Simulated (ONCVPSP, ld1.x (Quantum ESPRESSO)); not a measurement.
## Potentials for P (Z = 15) compared

Generated with ld1.x 7.5 (TM, RRKJ, ultrasoft, PAW), atompaw 4.2 or ONCVPSP 4.0.1. The cutoff is in Ry: for ld1.x and atompaw files where the sum of valence levels is converged to 10 mRy in a Bessel basis, for ONCV files where the hardest occupied wave has 1 mHa per electron of residual kinetic energy. The error is the largest all-electron minus pseudo excitation energy over each file’s own four to seven test configurations (ionisations up to +4, promotions, holes and added fractions of an electron), all of which were solved. The labels leave out finer settings (local radius, basis sizes, second energies), which also bear on the numbers. Spin-polarised tests are not counted. The rows are a selection from randomly drawn settings: files with unsolved tests, undetermined cutoffs or missed reference levels are left out.

A true bound ghost makes a file unfit for plane-wave use even where its test errors are small: the radial tests pick states by their node count and pass the ghost by.

| potential | cutoff (Ry) | largest error (meV) | bound ghosts |
| --- | --- | --- | --- |
| ONCV, BLYP, scalar-relativistic, rc 1.25/1.50 (sp), local smoothed, core correction no, reference 3s2 3p1.5, qcut 6.7/4.4, projectors 3/2 | 39 | +351 | s |
| ONCV, PW91, non-relativistic, rc 0.70/0.85 (sp), local smoothed, core correction yes, reference 2s2 2p6 3s1 3p4, qcut 19.4/15.6, projectors 2/2 | 237 | +4.9 | none |
| RRKJ, PBE, non-relativistic, rc 1.94/2.00 (sp), local p, core correction yes, reference 3s1.75 3p3.25 | 21 | +127 | none |
| TM, PBEsol, non-relativistic, rc 1.75/1.45 (sp), local smoothed, core correction yes, reference 3s2 3p3 | 35 | +186 | none |

Q: Fill in the row for P: ONCV, PBE, scalar-relativistic, rc 1.25/1.75 (sp), local smoothed, core correction yes, reference 3s1.75 3p3.25, qcut 5.6/4.9, projectors 2/3.

A: cutoff 37 Ry, largest error +33 meV, bound ghosts: s.
